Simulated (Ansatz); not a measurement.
Species: trifluoroacetic acid, C2HF3O2 (charge 0, singlet). 
Coordinates optimised at B3LYP-D3(BJ)/def2-TZVP (Ansatz, an electronic-structure program):
SMILES: FC(C(=O)O)(F)F
```xyz
8

O      1.5738    -0.8797     0.3925
C      0.9301     0.2182    -0.0117
O      1.4257     1.2579    -0.3227
C     -0.5979    -0.0420    -0.0249
F     -1.0263    -0.3704     1.2030
F     -1.2494     1.0441    -0.4257
F     -0.8926    -1.0508    -0.8583
H      2.5259    -0.6890     0.3912
```
Charge 0, spin multiplicity 1.

Quantity: atomisation energy (electronic, to ground-state atoms), in eV. Cores are frozen in the correlated levels unless marked. Open shells are spin-unrestricted. Spin-orbit coupling is left out. Non-relativistic. The coupled-cluster limit lacks core correlation, which all-electron functionals hold. CBS marks a two-point X^-3 extrapolation of the correlation energy; Hartree-Fock from the larger set. The bracket is a focal-point correction in the basis named.

| level | program | atomisation energy (eV) |
|---|---|---|
| PBE-D3(BJ)/def2-TZVPD | Ansatz + dftd3 | 38.18 |
| PBE0/6-31G* | Ansatz | 36.48 |
| CAM-B3LYP-D4/def2-TZVPD | Ansatz + dftd4 | 36.28 |
| CCSD/STO-3G | Ansatz | 26.81 |
| RI-MP2/CBS(cc-pVTZ,cc-pVQZ)+[CCSD(T)-MP2]/cc-pVTZ | Ansatz | (withheld) |

Q: Fill in the missing entries.

A: 
- RI-MP2/CBS(cc-pVTZ,cc-pVQZ)+[CCSD(T)-MP2]/cc-pVTZ, atomisation energy (eV): 36.14
